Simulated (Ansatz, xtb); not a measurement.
## CH9GeNOSi: which of two isomers lies lower

We compare a, `C[NH][GeH2][O][SiH3]`, a singlet, with b, `CO[SiH2][NH][GeH3]`, a singlet. Both are isolated molecules in the gas phase, relaxed with B3LYP-D3(BJ)/def2-SVP; each stands in its lowest conformer found.

Task: Which of the two would you expect CCSD(T)/def2-SVP + ΔMP2/def2-TZVPP electronic energies to favour?

Result: Too close to call at this level: CCSD(T)/def2-SVP + ΔMP2/def2-TZVPP gives E(b) − E(a) = −0.041 eV.

How the difference moves with the method:

```csv
level,geometry,E(b) − E(a) (eV),departure from the last row (eV),"job, with rough time for the two"
B3LYP-D3(BJ)/def2-SVP,B3LYP-D3(BJ)/def2-SVP,−0.016,+0.025,"optimisation, 2 min"
HF/def2-SVP,B3LYP-D3(BJ)/def2-SVP,−0.015,+0.025,part of the CCSD(T) run
MP2/def2-SVP,B3LYP-D3(BJ)/def2-SVP,+0.065,+0.106,part of the CCSD(T) run
CCSD(T)/def2-SVP,B3LYP-D3(BJ)/def2-SVP,+0.041,+0.081,single point
CCSD(T)/def2-SVP + ΔMP2/def2-TZVPP,B3LYP-D3(BJ)/def2-SVP,−0.041,,"single point, 54 s"
```

As drawn, b has 1 C–O, 1 N–Si, 1 Ge–H in place of 1 C–N, 1 Ge–O, 1 Si–H.

The largest departure from CCSD(T)/def2-SVP + ΔMP2/def2-TZVPP is that of MP2/def2-SVP, 0.106 eV. Levels run at GFN2-xTB geometries aren't shown. The last row adds to CCSD(T) the change of the MP2 difference between the two basis sets, here −0.081 eV.

With thermal terms from frequencies at re-optimised GFN2-xTB minima (ideal gas, soft modes damped towards free rotors, one conformer each, 298.15 K, 1 atm): the zero-point term adds +0.017 eV; ΔH is −0.034 and ΔG −0.012 eV.

The correlated steps freeze 17 core orbitals; the filled d shell of Ge is correlated, in a basis made for valence electrons. Codes used: Ansatz 0.2.0, xtb 6.7.1; the last row on 4 threads of Arm Neoverse V2 on a shared host.
